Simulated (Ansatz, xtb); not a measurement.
Pulling on the In1–F3 bond in BrFHIn (SMILES [F][InH][Br]) (multiplicity 1 held, fragments rigid). Energies count from the point at 1.956 Å.
Geometry at that point (charge 0, multiplicity 1):
```xyz
4

In    -0.572     0.301    -0.563
H     -1.874    -0.226    -1.516
F     -0.016     2.175    -0.602
Br     0.859    -0.974     0.987
```

R- and RO- levels are restricted; in cc, def2 and unpolarised 6-31G sets they are followed outwards from rest. U- levels take the lowest unrestricted solution at each point, which mixes spins at long bonds. Left out are points that failed, MP2 points in a non-variational dive below the minimum, coupled-cluster points behind a sign of a changed root (a jump of the amplitudes, or a one-step jump against full CI or MRCI), small-basis points behind a change of solution, and semi-empirical points at long bonds. Curves can end on different states.

Frozen-core correlation. Filled d and f shells under p-block atoms count as core.

Programs: Ansatz (a first-principles code) with Gaussian orbitals; xtb for the GFN methods. Each number belongs to the level named beside it. In def2 rows elements past Kr take small-core potentials, without spin–orbit coupling. The GFN methods have no spin term and hold the electronic entropy of 300 K.

Energies in kJ/mol.

| R (Å) | GFN2-xTB | R-MP2/def2-SVP | U-MP2/def2-SVP | U-CCSD/def2-SVP |
|---|---|---|---|---|
| 1.565 | 141 | 362 | 362 | 359 |
| 1.760 | 20 | 65 | 65 | 64 |
| 1.956 | 0 | 0 | 0 | 0 |
| 2.151 | 12 | 30 | 30 | 30 |
| 2.347 | 38 | 95 | 95 | 95 |
| 2.640 | 92 | 206 | 206 | 205 |
| 2.933 | 152 | 307 | 404 | 307 |
| 3.422 | 240 | 439 | 464 | 411 |
| 3.911 | 299 | 529 | 477 | 439 |
| 4.498 | 337 | 592 | 481 | 445 |
| 5.280 | left out | 618 | 482 | 446 |
| 6.258 | left out | 593 | 482 | 447 |

Doubts at one or more of the structures used: a restricted determinant that unrestricted orbitals would lower (R-MP2/def2-SVP); a spin-contaminated determinant (U-MP2/def2-SVP, U-CCSD/def2-SVP); T1 above 0.05 (U-CCSD/def2-SVP).
